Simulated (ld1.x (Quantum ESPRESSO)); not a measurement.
**What the settings do to the ultrasoft potential of hydrogen (H)**

Base potential:

H, ultrasoft, made with ld1.x (Quantum ESPRESSO) 7.5 (LDA (PZ), scalar-relativistic). Core none, reference 1s1. Waves: 1s (bound): rcut 0.75, rcutus 0.80 bohr; 1s channel at 1.45 Ry: rcut 0.75, rcutus 0.80 bohr; 2p channel at 0.35 Ry: rcut 0.60, rcutus 0.75 bohr; 2p channel at 1.4 Ry: rcut 0.60, rcutus 0.75 bohr. Local part: all-electron potential smoothed inside 0.65 bohr (lloc = -1). Core correction: none. Augmentation charge: PSQ, inside the norm-conserving radii.

Cutoffs, loose and tight: the cutoffs (Ry, on a coarse ladder) from which the occupation-weighted sum of valence levels, in a spherical-Bessel basis at the reference potential, stays within 10 and 1 mRy of its value at 400 Ry. They do not see the model core or the augmentation charge, which bear on the density cutoff. Test errors are all-electron minus pseudo excitation energies from the reference, over the configurations 1s0.5 (two spin-polarised tests are not counted in the largest error). A dash means not determined; rows that change the core or the reference have their own tests.

| change | outcome | cutoff, loose | cutoff, tight | bound ghosts |
| --- | --- | --- | --- | --- |
| base | generated | 25 Ry | 50 Ry | none |
| all radii scaled by about 0.75 (s 0.60, p 0.56 bohr, rcut 0.56/0.46); local potential all-electron potential smoothed inside 0.50 bohr (lloc = -1) | generated | 30 Ry | 70 Ry | none |
| all radii scaled by about 0.83 (s 0.66, p 0.62 bohr, rcut 0.62/0.50); local potential all-electron potential smoothed inside 0.54 bohr (lloc = -1) | generated | 30 Ry | 70 Ry | none |
| all radii scaled by about 0.90 (s 0.72, p 0.68 bohr, rcut 0.68/0.54); local potential all-electron potential smoothed inside 0.58 bohr (lloc = -1) | generated | 25 Ry | 55 Ry | none |
| all radii scaled by about 1.03 (s 0.82, p 0.78 bohr, rcut 0.78/0.62); local potential all-electron potential smoothed inside 0.66 bohr (lloc = -1) | generated | 25 Ry | 45 Ry | none |
| all radii scaled by about 1.10 (s 0.88, p 0.82 bohr, rcut 0.82/0.66); local potential all-electron potential smoothed inside 0.72 bohr (lloc = -1) | generated | 21 Ry | 40 Ry | none |
| all radii scaled by about 1.16 (s 0.92, p 0.88 bohr, rcut 0.88/0.70); local potential all-electron potential smoothed inside 0.76 bohr (lloc = -1) | generated | 21 Ry | 40 Ry | none |
| all radii scaled by about 1.25 (s 1.00, p 0.94 bohr, rcut 0.94/0.74); local potential all-electron potential smoothed inside 0.80 bohr (lloc = -1) | generated | 18 Ry | 35 Ry | none |
| all radii scaled by about 1.33 (s 1.06, p 1.00 bohr, rcut 1.00/0.80); local potential all-electron potential smoothed inside 0.86 bohr (lloc = -1) | generated | 18 Ry | 35 Ry | none |

(1) What comes out with this change to the base: all radii scaled by about 1.38 (s 1.10, p 1.04 bohr, rcut 1.04/0.82); local potential all-electron potential smoothed inside 0.90 bohr (lloc = -1)?

## Answers

(1) outcome: generated; cutoff, loose: 18 Ry; cutoff, tight: 30 Ry; bound ghosts: none.

Reading the sweep of the scale of all radii (base = 1) (base included, trends over the rows without a ghost): The loose cutoff falls from 30 Ry at 0.75 to 18 Ry at 1.38. A larger radius leaves more room for a smooth pseudo-wave, so fewer plane waves are needed; a smaller one forces it to follow the all-electron wave where it bends sharply.
